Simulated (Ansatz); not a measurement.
CH$_{6}$N$_{2}$Si (`N=C(N)[SiH3]`) at its PBE0-D4/def2-TZVP geometry, where that method's forces vanish. Total charge 0; spin multiplicity 1.

```xyz
10

N     1.2336    0.5485   -1.0260
C     0.1969    0.0663   -0.4601
N    -0.8968   -0.4832   -1.0715
Si    0.1822    0.2443    1.4291
H     1.2012    0.4637   -2.0455
H    -0.8611   -0.6868   -2.0581
H    -1.5542   -1.0148   -0.5296
H    -0.0279    1.6679    1.7870
H    -0.9399   -0.5592    1.9961
H     1.4661   -0.2467    1.9785
```

(1) What forces (eV/Å) does r2SCAN-D4/def2-TZVPP give on these atoms in the Gaussian-basis code of Ansatz? (Best estimate.)

Results:

(1) Ansatz gave: 
```
N1   0.322  0.160 -0.101
C2  -0.096 -0.050  0.252
N3  -0.165 -0.057 -0.054
Si4 -0.018 -0.013  0.031
H5  -0.013 -0.009 -0.070
H6   0.004 -0.014 -0.051
H7  -0.038 -0.027  0.008
H8   0.011 -0.026 -0.003
H9   0.020  0.018 -0.001
H10 -0.027  0.018 -0.011
```
